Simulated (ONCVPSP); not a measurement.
zirconium: one change to an ONCV potential, before and after

Zr, optimised norm-conserving Vanderbilt (ONCV), made with ONCVPSP 4.0.1 (PBE, scalar-relativistic). Core [Kr], reference 4d2 5s1.75 5p0.25. Waves: 5s: rc 3.30 bohr, ncon 5, nbas 10, qcut 1.9 1/bohr, 3 projectors, debl 1 Ha; 5p: rc 3.75 bohr, ncon 5, nbas 9, qcut 2.6 1/bohr, 2 projectors, debl 1.2 Ha; 4d: rc 2.65 bohr, ncon 4, nbas 8, qcut 6.4 1/bohr, 2 projectors, debl 1.4 Ha. Local part: polynomial inside 2.30 bohr (lpopt 5, dvloc0 0 Ha). Core correction: Teter function, fcfact 4.5, rcfact 1.6.

All-electron outer shells of the reference configuration (PBE, scalar-relativistic, ld1.x):

| shell | level (eV) | outermost node (bohr) | outermost maximum (bohr) |
| --- | --- | --- | --- |
| 4s | -54.83 | 0.55 | 1.08 |
| 4p | -32.78 | 0.56 | 1.17 |
| 5s | -4.63 | 1.47 | 3.15 |
| 4d | -3.87 | 0.58 | 1.59 |
| 5p | -1.63 | 1.70 | 4.10 |

Change: core correction Teter function, fcfact 1.9, rcfact 1.6.

Cutoffs: the cutoffs (Ha) at which the residual kinetic energy of the hardest occupied pseudo-wave falls to 1 and 0.1 mHa per electron; they do not see the model core or the augmentation charge, which bear on the density cutoff. Errors are all-electron minus pseudo energies relative to the spin-unpolarised reference configuration.

Q: What does the change do?

A: The potential gets neither clearly harder nor softer (12 Ha and 19 Ha → 12 Ha and 19 Ha); of the 4 tests that both files solve, the error grows in 0 and shrinks in 4 by more than 15 % and 0.3 meV (median size 36.8 → 17.2 meV); neither file shows a bound ghost. A model core, the more so a compact one, raises the density cutoff, which this test does not measure.

| quantity | base | changed |
| --- | --- | --- |
| cutoff, loose | 12 Ha | 12 Ha |
| cutoff, tight | 19 Ha | 19 Ha |
| bound ghosts | none | none |
| GHOST(+) flags under 300 eV | p at 43.2 eV, s at 55.5 eV | p at 43.2 eV, s at 55.5 eV |
| error for 4d2 5s2 5p0, meV [ΔE -0.75 eV] | -0.9 | -0.5 |
| error for 4d2 5s1 5p0, meV [ΔE 6.39 eV] | -59 | -26 |
| error for 4d2 5s0 5p0, meV [ΔE 19.33 eV] | -332 | -116 |
| error for 4d2.5 5s1.5 5p0, meV [ΔE -0.23 eV] | -15 | -8.8 |
| s: phases at 3.34 bohr within 0.05 rad from the reference energy up to (Ha; the scan ends near 5) | 2.0 | 2.0 |
| p: phases at 3.81 bohr within 0.05 rad from the reference energy up to (Ha; the scan ends near 5) | n/a | n/a |
| d: phases at 2.70 bohr within 0.05 rad from the reference energy up to (Ha; the scan ends near 5) | 4.5 | 4.5 |
| rms error of d²Exc/dni dnj with the model core, mHa | 3.26 | 5.17 |
